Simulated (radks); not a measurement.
The carbon anion C4-, [Ne], held by a Watson sphere: a shell of charge +4 at radius R that stands for the Madelung well of a crystal (potential energy -4/R inside, -4/r outside, in hartree with lengths in bohr). Method: scalar-relativistic Kohn-Sham, PBEsol, spin-polarised, spherical densities, finite nucleus; Fermi nuclear charge, rms radius of each element as measured or else 0.836 A^(1/3) + 0.57 fm; computed with a radial shooting solver on a logarithmic mesh with Libxc functionals. Response by self-consistent Sternheimer equations with the Hartree and adiabatic LDA kernel, the relativistic mass of each level held fixed and spin-orbit coupling left out. The sphere does not respond.

R (bohr)  e(1s) (eV)  e(2s) (eV)  e(2p) (eV)  <r> 2p (bohr)  sum of <r^2> (bohr^2)  X-ray form factor at sin(theta)/lambda = 0.3 1/angstrom  alpha (bohr^3)
1.71         -263.57     -17.494      -8.604          1.808                  30.59                                                    2.760           17.32
1.73         -263.62     -17.383      -8.531          1.820                  30.97                                                    2.741           17.75
2.64         -266.24     -13.318      -5.899          2.345                  49.83                                                    2.381           50.04
2.67         -266.31     -13.220      -5.832          2.362                  50.52                                                    2.380           51.67
2.91         -266.74     -12.506      -5.338          2.501                  56.20                                                    2.383           66.45
2.98         -266.85     -12.322      -5.206          2.542                  57.92                                                    2.387           71.40
3.89         -267.68     -10.714      -3.926          3.089                  83.14                                                    2.438           169.3
